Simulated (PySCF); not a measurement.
Compound: [Au(CN)3]2-, C₃AuN₃ (charge -2 and singlet state).
Bonds: Au1–C2, Au1–C4, Au1–C6, C2–N3, C4–N5, C6–N7.

Computed with PBE0-D3(BJ)/def2-SVP geometry optimisation, gas phase, def2 core potentials past Kr (PySCF).

Question: List the bond lengths and angles at this level.

Answer: 
```csv
bond,length (Å)
"Au1–C2, Au1–C4, Au1–C6",2.129
"C2–N3, C4–N5, C6–N7",1.173
```

Bonds in one row agree within 0.01 Å and their mean is given. A selection of angles:
```csv
angle,degrees
C2–Au1–C4,120.0
Au1–C2–N3,179.9
```

The 7 heavy atoms lie in one plane (0.001 Å rms). All 3 C–N bonds measure 1.173 Å. Au1 (gold bonded to 3 C) is planar (angles 120.4°, 120.0° and 119.5°, sum 360.0°, 0.00 Å off the plane of its three neighbours). All 3 Au–C bonds measure 2.127 to 2.130 Å.

Point group: D3h (tolerance 0.08 Å). Not checked by PBE0-D3(BJ)/def2-SVP frequencies. Whether so highly charged an anion holds all its electrons in the gas phase wasn't checked; a finite basis holds them in any case. No counter-ion or solvent screens the charge of this multiply charged ion. The geometry's basis has no diffuse functions, a weakness for an anion.
